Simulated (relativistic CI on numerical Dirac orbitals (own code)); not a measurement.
# La51+: sensitivity of the levels to the model

Base calculation: Dirac-Coulomb-Breit CI, KLI orbitals optimised for each configuration, model QED, unscaled Slater integrals.

CI space (outside the closed core 1s2): 2s2 2p2, 2s 2p3, 2p4, 2p3 3s, 2p3 3p, 2p3 3d, 2s2 2p 3s, 2s2 2p 3p, 2s2 2p 3d, 2s 2p2 3s, 2s 2p2 3p, 2s 2p2 3d, 2s2 2p 4s, 2s2 2p 4p, 2s2 2p 4d, 2s2 2p 4f. Levels of other configurations are missing.

The lowest level and the first level of each name with at least 55 % of one term (blank where a level has no safe partner in the second run):

```
       Level  Base (eV)  Shift (eV)
2s2 2p2 3P_0       0.00        0.00
2s2 2p2 3P_1     426.00       -1.36
2s2 2p2 1D_2     442.51       -1.35
2s2 2p2 3P_2     882.27       +1.60
2s2 2p2 1S_0     926.00       +4.80
2s 2p3 3D°_3    1072.16       -3.17
2s 2p3 3P°_0    1112.87       -3.41
2s 2p3 1D°_2    1139.74       -2.77
2s 2p3 3P°_1    1142.89       -3.15
    2p4 3P_2    1355.79       -7.66
    2p4 1S_0    1403.48      -10.68
    2p4 3P_1    1791.91       -4.82
    2p4 1D_2    1809.21       -4.60
    2p4 3P_0    2269.39       -6.73
```

At this charge energies of transitions that change n are usually good to better than 1 %, and those within a shell (Δn = 0) to a few per cent.

Task: One thing was changed in a second run, which moved the levels as shown. Which?
A. QED terms removed
B. valence Slater integrals scaled by 0.9
C. non-relativistic limit
D. configuration mixing switched off
E. Breit term removed

Result: D. Configuration mixing switched off. Without mixing, levels that were pushed by configurations of the same parity and J return to their single-configuration places.

LS names give the leading component of a level, which can be under half, so a name can repeat, a term be missing and a line seem to break the LS rules.
